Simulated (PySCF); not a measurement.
BiAs⁺: from constants to spectrum

ROHF-CCSD(T) constants of BiAs⁺, ²Π (doublet), unpaired electrons π ↑ (basis Bi cc-pVDZ-PP with ECP60, As cc-pVDZ-PP with ECP10; scalar-relativistic core potentials; PySCF 2.14; masses 208.9804 and 74.9216 u):

| Property | Result |
| --- | --- |
| ωe | 246.7 cm⁻¹ |
| ωexe | 0.865 cm⁻¹ |
| Be | 0.047627 cm⁻¹ |
| αe | 0.000157 cm⁻¹ |
| D (centrifugal) | 7.1e-09 cm⁻¹ |

(1) Give the vibrational terms G(v) and spacings up to v = 6.

Correlated steps freeze 8 core orbitals. These are scalar-relativistic numbers at best; spin–orbit coupling would shift them, the dissociation energy most. The state was picked by a PBE0 search and need not be the measured ground state.

Results:

(1) G(v) = ωe(v+½) − ωexe(v+½)².

| v | G(v) (cm⁻¹) | G(v) − G(v−1) | Bv (cm⁻¹) |
| --- | --- | --- | --- |
| 0 | 123.1 |  | 0.04755 |
| 1 | 368.1 | 245.0 | 0.04739 |
| 2 | 611.3 | 243.2 | 0.04723 |
| 3 | 852.9 | 241.5 | 0.04708 |
| 4 | 1092.6 | 239.8 | 0.04692 |
| 5 | 1330.7 | 238.0 | 0.04676 |
| 6 | 1567.0 | 236.3 | 0.04661 |
